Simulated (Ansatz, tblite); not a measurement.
Removing an electron: HgH2. Total charge 0; singlet. Geometry: r2SCAN-D4/def2-TZVP. Ansatz, gas phase; energy differences of separate SCF runs; the oxidised species was run as a doublet alone.

```xyz
3

Hg    0.0000    0.0002   -0.0001
H     0.8160    0.2532    1.4070
H    -0.8160   -0.2534   -1.4069
```

In the def2 sets Hg takes a core potential; there is no spin–orbit coupling. The xTB rows come from tblite. Correlated methods freeze no core orbitals; core or outer-core shells of Hg are correlated, in sets that lack core-valence functions.

**Question.** Estimate orbital energies and vertical ionisation energies at: GFN1-xTB; GFN2-xTB; HF/def2-TZVPP; PBE-D4/def2-TZVP; r2SCAN-D4/def2-TZVP; PBE0-D4/def2-TZVP; MP2/def2-TZVPP; CCSD/def2-TZVPP; CCSD(T)/def2-TZVPP.

**Answer.** 
| level | −HOMO (eV) | vertical IE (eV) | −LUMO (eV) | HOMO–LUMO gap (eV) |
| --- | --- | --- | --- | --- |
| GFN1-xTB | 12.65 | 16.07 | 5.11 | 7.54 |
| GFN2-xTB | 12.34 | 15.74 | 3.71 | 8.63 |
| HF/def2-TZVPP | – | 9.82 | – | – |
| PBE-D4/def2-TZVP | 6.97 | 10.55 | 1.43 | 5.54 |
| r2SCAN-D4/def2-TZVP | 7.25 | 10.58 | 1.02 | 6.23 |
| PBE0-D4/def2-TZVP | 8.09 | 10.62 | 0.78 | 7.31 |
| MP2/def2-TZVPP | – | 10.63 | – | – |
| CCSD/def2-TZVPP | – | 10.64 | – | – |
| CCSD(T)/def2-TZVPP | – | 10.66 | – | – |

 Raw xTB energy differences between charge states are shifted by several eV; the methods need an empirical correction for them.
